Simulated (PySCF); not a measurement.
# HfOF₂, singlet: molecular constants

Method: PySCF, PBE0, basis Hf def2-TZVP with ECP60, O def2-TZVP, F def2-TZVP (scalar-relativistic core potentials, no spin–orbit coupling, density fitting).

The structure is a saddle point with 1 imaginary mode.

```json
{
  "Point group": "C2v",
  "Bond lengths": "Hf–F 1.944 Å (×2), Hf–O 1.756 Å",
  "Bond angles": "F–Hf–F 129.6°, F–Hf–O 115.2° (×2)",
  "Principal polarisabilities": "22.7, 32.5, 39.5 bohr³",
  "Principal quadrupole moments (Buckingham, traceless) about the centre of mass": "-8.73, -8.29, 17.02 D Å",
  "Zero-point energy (real modes)": "15.3 kJ/mol",
  "Rotational constants": "0.2238, 0.1434, 0.08741 cm⁻¹",
  "Lowest empty level": "-3.55 eV",
  "Atomisation energy without zero-point energy": "1934 kJ/mol",
  "Highest occupied level": "-8.59 eV",
  "Dipole moment": "2.57 D"
}
```

Harmonic modes (masses in u: Hf 179.947, O 15.995, F 18.998):
```csv
symmetry,ω (cm⁻¹),IR (km/mol)
b1,87i,–
a1,156,12.1
b2,231,13.8
a1,610,74.1
b2,615,190
a1,943,172
```

In C2v the vibrations span b1 + 3a1 + 2b2. Here b1 is antisymmetric to the molecular plane and b2 lies in it.

Charges (e):
```tsv
atom	Mulliken	Löwdin	polar tensor	Mayer order to Hf1
Hf1	1.54	0.94	2.58	–
O2	-0.59	-0.36	-1.03	2.12
F3,4	-0.47	-0.29	-0.78	0.89
```

Mulliken populations on Hf1 (electrons outside its core potential): s 2.17, p 6.27, d 1.85, f 0.17.

This need not be the most stable arrangement of these atoms. At this level a singlet minimum of Cs symmetry lies 7 kJ/mol below this structure. No spin–orbit coupling is included, which matters more the heavier the element.

The final relaxation and frequency run took 38 s on 4 threads of a shared Intel Xeon 6975P-C (Granite Rapids) host, with 133 basis functions and 15 gradients; the process peaked at 1.5 GiB.
